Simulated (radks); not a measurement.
Results of a calculation; reference values are marked as such.
All-electron atom: the potassium ion K+ in [Ar] (the NIST ground configuration). Level of theory: scalar-relativistic Kohn-Sham, LDA (Slater exchange, VWN5 correlation), spin-polarised, spherical densities, finite nucleus; Fermi nuclear charge, rms radius 3.4349 fm; hard spherical wall at 5 bohr (a radial shooting solver on a logarithmic mesh with Libxc functionals).

Normalised radial functions P(r) = r R(r), r in bohr:

r,2s,2p,3p
0.003364,0.1501,0.0026,0.0008
0.004277,0.1871,0.0041,0.0013
0.005437,0.2320,0.0064,0.0021
0.006912,0.2858,0.0101,0.0033
0.008786,0.3493,0.0160,0.0052
0.01117,0.4225,0.0250,0.0081
0.0142,0.5042,0.0391,0.0126
0.01791,0.5880,0.0598,0.0193
0.02276,0.6736,0.0920,0.0297
0.02894,0.7476,0.1399,0.0451
0.03679,0.7939,0.2097,0.0676
0.04677,0.7907,0.3087,0.0993
0.05945,0.7115,0.4442,0.1425
0.07558,0.5298,0.6214,0.1982
0.09608,0.2276,0.8392,0.2653
0.1221,-0.1910,1.0854,0.3377
0.1553,-0.6861,1.3316,0.4026
0.1974,-1.1742,1.5317,0.4387
0.2509,-1.5407,1.6297,0.4187
0.319,-1.6782,1.5785,0.3159
0.4055,-1.5407,1.3654,0.1169
0.5155,-1.1817,1.0300,-0.1640
0.6554,-0.7399,0.6578,-0.4761
0.8265,-0.3756,0.3517,-0.7336
1.051,-0.1409,0.1443,-0.8781
1.336,-0.0374,0.0436,-0.8604
1.698,-0.0065,0.0091,-0.7053
2.159,-0.0007,0.0012,-0.4830
2.744,0.0000,0.0001,-0.2701
3.488,0.0000,0.0000,-0.1166
4.435,0.0000,0.0000,-0.0293

2s: eigenvalue -358.33 eV, 1 radial node at r = 0.110 bohr, <r> = 0.389 bohr, 90 % of the charge inside 0.607 bohr. 2p: eigenvalue -286.10 eV, 0 radial nodes, <r> = 0.351 bohr, 90 % of the charge inside 0.581 bohr. 3p: eigenvalue -24.868 eV, 1 radial node at r = 0.451 bohr, <r> = 1.42 bohr, 90 % of the charge inside 2.22 bohr.
